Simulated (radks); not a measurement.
Results of a calculation; reference values are marked as such.
Species: neutral indium. Configuration: [Kr] 4d10 5s2 5p1 (the NIST ground configuration).

Level of theory: scalar-relativistic Kohn-Sham, PBEsol, spin-polarised, spherical densities, finite nucleus; open shells are filled with parallel spins first (spin-orbit coupling, left out, can overturn this in heavy ions); Fermi nuclear charge, rms radius 4.6156 fm; hard spherical wall at 15 bohr (a radial shooting solver on a logarithmic mesh with Libxc functionals).

Energy parts (eV):
| part | energy |
|---|---|
| total | -159970.950 |
| kinetic | 166717.383 |
| electron-nucleus | -386874.484 |
| Hartree | 64452.833 |
| exchange-correlation | -4266.682 |

Orbitals (lengths in bohr, moments of r in powers of bohr; <r^-3> diverges for s and p1/2; r(max) is where P^2 peaks):
orbital  occ.  eigenvalue (eV)    <r^-3>   r(max)      <r^4>      <r>
1s up       1        -27737.81         -  0.01923  3.723e-06  0.02973
1s down     1        -27737.80         -  0.01923  3.723e-06  0.02973
2s up       1        -4153.412         -   0.1087  0.0006522   0.1286
2s down     1        -4153.411         -   0.1087  0.0006522   0.1286
2p up       3        -3728.724      4371  0.08693  0.0004684   0.1122
2p down     3        -3728.718      4371  0.08693  0.0004684   0.1122
3s up       1        -787.8436         -   0.3157    0.02959   0.3488
3s down     1        -787.8359         -   0.3157    0.02959   0.3488
3p up       3        -648.7659     800.0   0.3090    0.03140   0.3473
3p down     3        -648.7572     800.0   0.3090    0.03140   0.3473
3d up       5        -432.6351     109.9   0.2581    0.02904   0.3245
3d down     5        -432.6281     109.9   0.2581    0.02904   0.3245
4s up       1        -119.4456         -   0.7694     0.9942   0.8480
4s down     1        -119.4331         -   0.7694     0.9936   0.8479
4p up       3         -77.9673     140.5   0.8157      1.487   0.9220
4p down     3         -77.9523     140.5   0.8157      1.484   0.9218
4d up       5         -18.5673     12.31   0.9317      5.688    1.187
4d down     5         -18.4967     12.37   0.9314      5.502    1.181
4f up       0           2.1638  0.001716    9.992      11140    9.663
5s up       1          -8.4886         -    2.164      101.6    2.615
5s down     1          -7.8889         -    2.140      98.58    2.588
5p up       1          -2.7917     6.448    2.864      454.5    3.658
5p down     0          -2.0858     6.561    2.826      484.0    3.689
5d up       0           0.8660   0.06997    8.182       6856    8.118
6s up       0          -0.2498         -    7.371       5802    7.769

The highest occupied level is 5p up at -2.792 eV. The electron density at the nucleus is 1.793e+05 e/bohr^3 (large components only).
